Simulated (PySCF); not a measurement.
# Calculated properties of `C#CP1(=C)CCOCC1`

Species: C₇H₁₁OP.
Geometry (PBE0-D3(BJ)/def2-SVP, Å), atoms numbered from 1 in this order:
```
atom  x, y, z in Å
C1     1.8313   -1.4057    1.8747
C2     1.4357   -0.6538    1.0076
P3     0.8757    0.4541   -0.2578
C4     2.1059    1.4625   -0.7524
C5    -0.0689   -0.7190   -1.3477
C6    -1.3098   -1.3008   -0.6805
O7    -2.1942   -0.3082   -0.2328
C8    -1.7048    0.4484    0.8386
C9    -0.5430    1.3601    0.4526
H10    2.1905   -2.0626    2.6473
H11    1.8180    2.3637   -1.2988
H12    3.0910    1.0298   -0.9356
H13   -0.3496   -0.1231   -2.2328
H14    0.6205   -1.5104   -1.6829
H15   -1.8746   -1.9190   -1.3952
H16   -1.0095   -1.9586    0.1608
H17   -2.5452    1.0584    1.2031
H18   -1.3930   -0.2150    1.6711
H19   -0.1721    1.9372    1.3127
H20   -0.8589    2.0761   -0.3246
```

Among its groups: alkyne and ether.

From PBE0-D3(BJ)/def2-SVP geometry optimisation, gas phase (PySCF):

```yaml
Point_group: C1
Rotational_constants_A_B_C: 1.911, 1.201, 1.062 GHz
```

**CAM-B3LYP/def2-SVPD ground state, ΔSCF and vertical TDDFT (core frozen in the response) (PySCF)**

```yaml
Dipole_moment: 2.59 D
HOMO_energy: -6.40 eV
LUMO_energy: 0.72 eV
HOMO–LUMO_gap: 7.12 eV
Lowest_singlet_excitation: 4.04 eV (307 nm, f = 0.010)
Strongest_line_among_the_10_lowest_singlet_transitions: S3 at 5.06 eV (245 nm, f = 0.040)
Lowest_triplet_excitation_Tamm–Dancoff: 3.78 eV
Static_isotropic_polarisability: 109.5 au
Vertical_ionisation_energy: 6.92 eV
Electronic_spatial_extent_⟨r²⟩_about_the_centre_of_nuclear_charge: 1333 bohr²
```

From PBE0/pcSseg-1 ground state and GIAO shieldings, non-relativistic (PySCF):

```yaml
Lowest_Hirshfeld_atomic_charge: -0.33 e on C4
Highest_Hirshfeld_atomic_charge: +0.37 e on P3
13C_chemical_shifts_computed_TMS_as_zero_by_class: 97.2 (C1), 81.0 (C2), 67.3 (C6/C8), 39.4 (C5/C9), -6.9 (C4) ppm
1H_chemical_shifts_computed_TMS_as_zero_by_class: 4.06 (H15/H17), 3.50 (H16/H18), 2.66 (H10), 1.55 (H13/H20), 1.49 (H14/H19), -0.04 (H11/H12) ppm
Isotropic_shieldings_of_nuclei_other_than_C_and_H_by_class: 287 (O7), 359 (P3) ppm
Mayer_bond_orders_between_heavy_atoms: C1–C2 2.60, C2–P3 0.82, P3–C4 1.66, P3–C5 0.86, C5–C6 0.99, C6–O7 0.93, O7–C8 0.94, C8–C9 0.99, C9–P3 0.97
```

Monoisotopic mass (most abundant isotopes): 142.0548 u.

No computed singlet falls in the visible range (750 to 380 nm, 1.65 to 3.26 eV); S1 lies 0.78 eV above its blue end. The polarisability is 16.23 Å³ as a volume (1 au = 0.148185 Å³), or 1.44 au for each of the 76 electrons. The rotational constants make it an asymmetric top with κ = (2B − A − C)/(A − C) = -0.67, nearer the prolate limit (−1). S1 lies 3.08 eV below the HOMO–LUMO gap; its leading configuration is HOMO→LUMO, weight 0.94. The 10 singlets span 4.04 to 6.51 eV, and their oscillator strengths add up to 0.13. The dipole matches unit charges of opposite sign 0.54 Å apart (1 e·Å = 4.8032 D).

 NMR classes are plain means over equivalent atoms (diastereotopic ones count apart unless rotation or inversion swaps them), as if these changed places fast; in this geometry the members of some classes differ.

For the TDDFT job (CAM-B3LYP/def2-SVPD), the run took 2.3 min wall (grids of density and orbitals included) on one thread of an Intel Xeon 6975P-C, shared host with 192 logical CPUs at a one-minute load of 104, and the process peaked at 1.5 GiB of memory.

One conformer stands for the species.
